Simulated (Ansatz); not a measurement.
System: HSF₂, charge 1, singlet. HSF2+ (SMILES F[SH+]F).
B3LYP-D3(BJ)/def2-TZVP minimum from Ansatz (an electronic-structure program):
```
S
F 1 1.5309
F 1 1.5309 2 102.08
H 1 1.3713 2 96.59 3 -98.21
```
Charge +1, spin multiplicity 1.

Total energies in cc-pV(T+d)Z, 20 correlated electrons, 7 frozen orbitals. Radicals and triplets start from unrestricted determinants; spin-orbit coupling is neglected. Correlated methods leave the cores frozen. No relativity.

```tsv
method	program	energy (Eh)	minus CCSDT(Q) (mEh)
HF	Ansatz	-596.71132	714.41
MP2	Ansatz	-597.38658	39.15
CCSD	Ansatz	-597.39963	26.09
CCSD(T)	Ansatz	-597.42394	1.79
CCSDT(Q)	Ansatz	-597.42572	0.00
```
